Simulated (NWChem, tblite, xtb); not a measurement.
# Al2H6S2 (SMILES [AlH2-]1[SH+][AlH2-][SH+]1): the dipole moment, rung by rung

Al2H6S2 has 10 atoms, charge 0, and is taken as a singlet. As SMILES, `[AlH2-]1[SH+][AlH2-][SH+]1`. Geometry: relaxed at PBE0-D4/def2-TZVP.

Quantity: the dipole moment, in D. The values are calculated.

```json
{"level": "GFN2-xTB", "kind": "semi-empirical", "program": "xtb", "value (D)": "2.31", "CPU time": "under 2 s"}
{"level": "IPEA1-xTB", "kind": "semi-empirical", "program": "tblite", "value (D)": "3.19", "CPU time": "under 2 s"}
{"level": "GFN0-xTB", "kind": "semi-empirical", "program": "xtb", "value (D)": "3.58", "CPU time": "under 2 s"}
{"level": "GFN1-xTB", "kind": "semi-empirical", "program": "xtb", "value (D)": "2.59", "CPU time": "under 2 s"}
{"level": "HF/STO-3G", "kind": "Hartree–Fock", "program": "NWChem", "value (D)": "1.72", "CPU time": "2.7 s"}
{"level": "HF/3-21G", "kind": "Hartree–Fock", "program": "NWChem", "value (D)": "2.59", "CPU time": "3.1 s"}
{"level": "BP86/3-21G", "kind": "GGA", "program": "NWChem", "value (D)": "2.56", "CPU time": "11 s"}
{"level": "B3LYP/6-31G* (spherical functions)", "kind": "global hybrid", "program": "NWChem", "value (D)": "2.18", "CPU time": "25 s"}
{"level": "B3LYP/6-31G* (Cartesian functions)", "kind": "global hybrid", "program": "NWChem", "value (D)": "2.18", "CPU time": "26 s"}
```

The values span 1.72 to 3.58 D. Sets without polarisation functions give poor dipoles. Times are those of the runs behind each value, whatever else they computed, on shared processors of several kinds: orders of magnitude only.
